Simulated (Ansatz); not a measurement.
C2H3O2 (SMILES [CH2-]C(=O)O), charge -1, singlet, geometry from GFN2-xTB (a gas-phase anion, which may not be bound at this level); CAM-B3LYP/6-31G* (Ansatz, a first-principles code).

Input for Ansatz:
Ansatz 0.2 input:
```yaml
crystal:
  periodic: [false, false, false]
  atoms:
    - {symbol: C, position_ang: [0.11500632, 0.05201120, -0.05302050]}
    - {symbol: O, position_ang: [0.26258741, 1.21666153, -0.49561643]}
    - {symbol: O, position_ang: [-1.20825450, -0.24327257, 0.45360888]}
    - {symbol: H, position_ang: [-1.68617274, 0.58417768, 0.31791387]}
    - {symbol: C, position_ang: [0.98094306, -0.97998349, 0.03343690]}
    - {symbol: H, position_ang: [0.68003939, -1.92741954, 0.44895840]}
    - {symbol: H, position_ang: [1.99577385, -0.87603609, -0.31331037]}
basis:
  gaussian:
    orbitals: 6-31G*
hamiltonian:
  xc: cam_b3lyp
total_charge: -1
accuracy: high
```

Question: Write the output that Ansatz gives for this input, abridged.

Answer: 
```
Functional definition: CAM-B3LYP
1448 factors; integrals over basis functions are off by at most 3.4e-9 eV
305 factors; integrals over basis functions are off by at most 2.0e-9 eV
mean field evaluation 1: about -6210.6973 eV, gradient 4.0e1 eV
mean field evaluation 2: about -6210.3633 eV, gradient 4.5e1 eV
mean field evaluation 4: about -6213.8765 eV, gradient 2.4e0 eV
mean field evaluation 8: about -6213.8875 eV, gradient 9.4e-2 eV
mean field evaluation 16: about -6213.8875 eV, gradient 1.2e-5 eV
mean field -6213.88749780 eV, -228.3561536201 hartree, gradient 8.7e-8 eV, S^2 0.000000; 0 other end points of the search recorded, 0 dependent functions left out
reference -6213.88751213 eV, -228.3561541466 hartree; 16, 16 occupied and 50, 50 virtual orbitals, 1448 factors
Total energy: -6213.88751213 eV, -228.3561541466 hartree
```
